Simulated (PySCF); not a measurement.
H4F4Si3, singlet, geometry from GFN2-xTB, atoms displaced at random by about 0.08 Å a coordinate; DF-PBE/STO-3G, gradient run with PySCF.

PySCF was given this input:
```python
from pyscf import gto, scf, dft

mol = gto.M(
    atom='''
Si    2.354491    0.536529    0.042217
F     3.609539    0.204763   -1.012472
Si    0.404407   -0.529245   -0.782844
Si   -1.553999   -0.237584    0.211487
F    -2.905810   -0.868673   -0.303041
F    -1.236137   -0.743779    1.652763
F    -1.891593    1.276378    0.421232
H     2.136151    2.320119    0.037147
H     2.638667    0.074705    1.428279
H     0.792390   -1.963006   -0.984741
H     0.086208    0.115953   -2.339408
''',
    basis='sto-3g',
    charge=0,
    spin=0,
    verbose=4,
)

mf = dft.RKS(mol)
mf.xc = 'pbe'
mf = mf.density_fit(auxbasis='def2-universal-jkfit')
mf.kernel()
g = mf.nuc_grad_method()
g.auxbasis_response = False
grad = g.kernel()
```

Question: What does PySCF print? Leave out banner, timings and long lists.

Answer: 
```
PySCF version 2.14.0

[INPUT] verbose = 4
[INPUT] num. atoms = 11
[INPUT] num. electrons = 82
[INPUT] charge = 0
[INPUT] spin (= nelec alpha-beta = 2S) = 0
[INPUT] symmetry False subgroup None
[INPUT] Mole.unit = angstrom
[INPUT] Symbol           X                Y                Z      unit          X                Y                Z       unit  Magmom
[INPUT]  1 Si     2.354491000000   0.536529000000   0.042217000000 AA    4.449343152753   1.013892867887   0.079778567801 Bohr   0.0
[INPUT]  2 F      3.609539000000   0.204763000000  -1.012472000000 AA    6.821040145936   0.386945990444  -1.913294788791 Bohr   0.0
[INPUT]  3 Si     0.404407000000  -0.529245000000  -0.782844000000 AA    0.764218472857  -1.000128102795  -1.479360758259 Bohr   0.0
[INPUT]  4 Si    -1.553999000000  -0.237584000000   0.211487000000 AA   -2.936632507848  -0.448968691579   0.399652508906 Bohr   0.0
[INPUT]  5 F     -2.905810000000  -0.868673000000  -0.303041000000 AA   -5.491185070022  -1.641554061804  -0.572664494514 Bohr   0.0
[INPUT]  6 F     -1.236137000000  -0.743779000000   1.652763000000 AA   -2.335960382441  -1.405538607203   3.123269418815 Bohr   0.0
[INPUT]  7 F     -1.891593000000   1.276378000000   0.421232000000 AA   -3.574592709144   2.412004851420   0.796013114903 Bohr   0.0
[INPUT]  8 H      2.136151000000   2.320119000000   0.037147000000 AA    4.036740350716   4.384389486400   0.070197656349 Bohr   0.0
[INPUT]  9 H      2.638667000000   0.074705000000   1.428279000000 AA    4.986357963928   0.141171990136   2.699056139468 Bohr   0.0
[INPUT] 10 H      0.792390000000  -1.963006000000  -0.984741000000 AA    1.497400083844  -3.709543720878  -1.860890793630 Bohr   0.0
[INPUT] 11 H      0.086208000000   0.115953000000  -2.339408000000 AA    0.162909509747   0.219119413322  -4.420840413617 Bohr   0.0

nuclear repulsion = 552.853856464043
number of shells = 31
number of NR pGTOs = 153
number of NR cGTOs = 51
basis = sto-3g
ecp = {}

******** <class 'pyscf.df.df_jk.DFRKS'> ********
method = DFRKS
initial guess = minao
damping factor = 0
level_shift factor = 0
DIIS = <class 'pyscf.scf.diis.CDIIS'>
diis_start_cycle = 1
diis_space = 8
diis_damp = 0
SCF conv_tol = 1e-09
SCF conv_tol_grad = None
SCF max_cycles = 50
direct_scf = False
XC library pyscf.dft.libxc version 7.1.2
    S. Lehtola, C. Steigemann, M. J. T. Oliveira, and M. A. L. Marques,  SoftwareX 7, 1–5 (2018)
XC functionals = pbe
    J. P. Perdew, K. Burke, and M. Ernzerhof,  Phys. Rev. Lett. 77, 3865 (1996)
    J. P. Perdew, K. Burke, and M. Ernzerhof,  Phys. Rev. Lett. 78, 1396 (1997)
    J. P. Perdew, K. Burke, and M. Ernzerhof,  Phys. Rev. Lett. 77, 3865 (1996)
    J. P. Perdew, K. Burke, and M. Ernzerhof,  Phys. Rev. Lett. 78, 1396 (1997)
radial grids:
    Treutler-Ahlrichs [JCP 102, 346 (1995); DOI:10.1063/1.469408] (M4) radial grids

becke partition: Becke, JCP 88, 2547 (1988); DOI:10.1063/1.454033
pruning grids: <function nwchem_prune>
grids dens level: 3
symmetrized grids: False
atomic radii adjust function: <function treutler_atomic_radii_adjust>
small_rho_cutoff = 0
Set gradient conv threshold to 3.16228e-05
Initial guess from minao.
tot grids = 153824
init E= -1253.59723076738
  HOMO = -0.354615195314581  LUMO = -0.082530720003737  gap/eV = 7.40380
cycle= 1 E= -1253.26559659535  delta_E= 0.332  |g|= 0.767  |ddm|= 3.85
  HOMO = 0.0177350418387198  LUMO = 0.0830383815385099  gap/eV = 1.77699
cycle= 2 E= -1252.00864104999  delta_E= 1.26  |g|= 2.42  |ddm|= 4.41
  HOMO = -0.0556779888725627  LUMO = 0.104516916309064  gap/eV = 4.35913
cycle= 3 E= -1253.46029162863  delta_E= -1.45  |g|= 0.418  |ddm|=  3.1
  HOMO = -0.0765991286106333  LUMO = 0.116651879039836  gap/eV = 5.25863
cycle= 4 E= -1253.51682179493  delta_E= -0.0565  |g|= 0.176  |ddm|= 0.956
  HOMO = -0.103189281737822  LUMO = 0.112479267094542  gap/eV = 5.86864
cycle= 5 E= -1253.52890982742  delta_E= -0.0121  |g|= 0.0274  |ddm|= 0.306
  HOMO = -0.102435628805501  LUMO = 0.113444979446779  gap/eV = 5.87441
cycle= 6 E= -1253.52922443232  delta_E= -0.000315  |g|= 0.00653  |ddm|= 0.0626
  HOMO = -0.103351179555468  LUMO = 0.113135289608416  gap/eV = 5.89090
cycle= 7 E= -1253.52923809767  delta_E= -1.37e-05  |g|= 0.00331  |ddm|= 0.0165
  HOMO = -0.103207172505187  LUMO = 0.113096071047862  gap/eV = 5.88591
cycle= 8 E= -1253.52924261582  delta_E= -4.52e-06  |g|= 0.000689  |ddm|= 0.00691
  HOMO = -0.10321574190781  LUMO = 0.113139344538497  gap/eV = 5.88732
cycle= 9 E= -1253.52924284167  delta_E= -2.26e-07  |g|= 9.13e-05  |ddm|= 0.00152
  HOMO = -0.10322350402742  LUMO = 0.113138278141479  gap/eV = 5.88750
cycle= 10 E= -1253.5292428445  delta_E= -2.83e-09  |g|= 5.56e-05  |ddm|= 0.000265
  HOMO = -0.103221388150329  LUMO = 0.113137976163935  gap/eV = 5.88744
cycle= 11 E= -1253.52924284569  delta_E= -1.19e-09  |g|= 1e-05  |ddm|= 0.000107
  HOMO = -0.103221084028309  LUMO = 0.113138122334077  gap/eV = 5.88743
cycle= 12 E= -1253.52924284573  delta_E= -4.48e-11  |g|= 1.71e-06  |ddm|= 2.35e-05
  HOMO = -0.103221004388824  LUMO = 0.11313815072099  gap/eV = 5.88743
Extra cycle  E= -1253.52924284573  delta_E= -4.55e-13  |g|= 1.73e-06  |ddm|= 7.52e-06
converged SCF energy = -1253.52924284573

******** <class 'pyscf.df.grad.rks.Gradients'> for <class 'pyscf.df.df_jk.DFRKS'> ********
unit = Eh/Bohr
grid_response = False
--------------- DFRKS gradients ---------------
         x                y                z
0 Si     0.0293251452    -0.0632644923     0.0116701458
1 F     0.0019496392    -0.0006619196    -0.0085113761
2 Si    -0.0260618550    -0.0228626468     0.0846894222
3 Si    -0.0401873465     0.0103479095     0.0284341152
4 F     0.0457548504     0.0276237882     0.0214907893
5 F    -0.0037017082     0.0313058436    -0.0766042814
6 F     0.0169686254    -0.0714438158    -0.0040811965
7 H    -0.0100657788     0.0770017702    -0.0026665703
8 H    -0.0027909810    -0.0037451308     0.0084596635
9 H     0.0078364198    -0.0143176349    -0.0009515547
10 H    -0.0191174451     0.0293182062    -0.0618449454
----------------------------------------------
```
